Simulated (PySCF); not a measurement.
SMILES [c]1ccncc1 (C5H4N), doublet, PBE0/def2-SVP optimised geometry.

```
10

C      0.66     1.16     0.00
C      1.37    -0.01     0.00
C      0.59    -1.18     0.00
N     -0.73    -1.18     0.00
C     -1.37    -0.02     0.00
C     -0.71     1.23     0.00
H      2.46    -0.06     0.00
H      1.09    -2.16     0.00
H     -2.46    -0.05     0.00
H     -1.28     2.16     0.00
```

Density from PySCF 2.14.0 with unrestricted PBE0/def2-TZVP at that geometry.

Minimum of the electron density along straight lines between bonded atoms, close to the bond critical point (lines longer than 1.1 times the sum of covalent radii, or with two minima, are not listed):

| bond | length / Å | ρ at the minimum / e bohr⁻³ | ∇²ρ there / e bohr⁻⁵ | position (fraction from the first atom) |
|---|---|---|---|---|
| C1–C2 | 1.374 | 0.324 | -0.96 | 0.51 |
| C2–C3 | 1.405 | 0.307 | -0.87 | 0.50 |
| C3–N4 | 1.328 | 0.354 | -1.16 | 0.37 |
| N4–C5 | 1.328 | 0.354 | -1.16 | 0.63 |
| C1–C6 | 1.374 | 0.324 | -0.96 | 0.51 |
| C5–C6 | 1.405 | 0.307 | -0.87 | 0.50 |
| C2–H7 | 1.093 | 0.279 | -0.98 | 0.65 |
| C3–H8 | 1.097 | 0.282 | -1.01 | 0.65 |
| C5–H9 | 1.097 | 0.282 | -1.01 | 0.65 |
| C6–H10 | 1.093 | 0.279 | -0.98 | 0.65 |
